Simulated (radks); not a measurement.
Question: The erbium ion Er10+ is in [Kr] 4d10 4f7 5s2 5p3. All-electron calculation, scalar-relativistic Kohn-Sham, PBEsol, spin-polarised, spherical densities, finite nucleus; Fermi nuclear charge, rms radius of each element as measured or else 0.836 A^(1/3) + 0.57 fm. Program: a radial shooting solver on a logarithmic mesh with Libxc functionals. Open shells are filled with parallel spins first. One electron is removed from 4f, 4d, 5s, 5p in turn, with full relaxation. Which removal costs least, and what does each cost?

Answer: 5p 192.56 eV; 4f 212.44 eV; 5s 218.85 eV; 4d 372.34 eV. The 5p electron leaves first.
